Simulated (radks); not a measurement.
Values are calculated unless marked as measured or tabulated.
Q: The table gives one normalised radial function P(r) = r R(r) (large component) of Re74+ in 1s1 (r in bohr). Level of theory: Dirac Kohn-Sham, PBE, spin-unpolarised, spherical densities, point nucleus (a radial shooting solver on a logarithmic mesh with Libxc functionals).

r          P
0.001046  1.8716
0.001308  2.2133
0.001624  2.5897
0.002031  3.0293
0.002541  3.5166
0.003179  4.0431
0.003977  4.5931
0.004976  5.1400
0.006225  5.6450
0.007726  6.0433
0.009666  6.3024
0.01209   6.3374
0.01513   6.0884
0.01893   5.5250
0.02368   4.6685
0.02963   3.6083
0.03677   2.5332
0.046     1.5315
0.05755   0.7786
0.072     0.3187

Which n and l does it have? It may be an empty orbital.

A: n = 1, l = 0: the number of nodes gives n - l - 1 = 0, the rise at small r points to l (this Dirac orbital starts as r^gamma with gamma = sqrt((l + 1)^2 - (Z/c)^2) = 0.84; the j = 1/2 orbital of l + 1 starts with the same power, but with a smaller coefficient, and then steepens), and the extent must fit the shell. The curve is that of 1s1/2. 1s1/2: eigenvalue -82631 eV, 0 radial nodes, <r> = 0.0178 bohr, 90 % of the charge inside 0.0325 bohr.
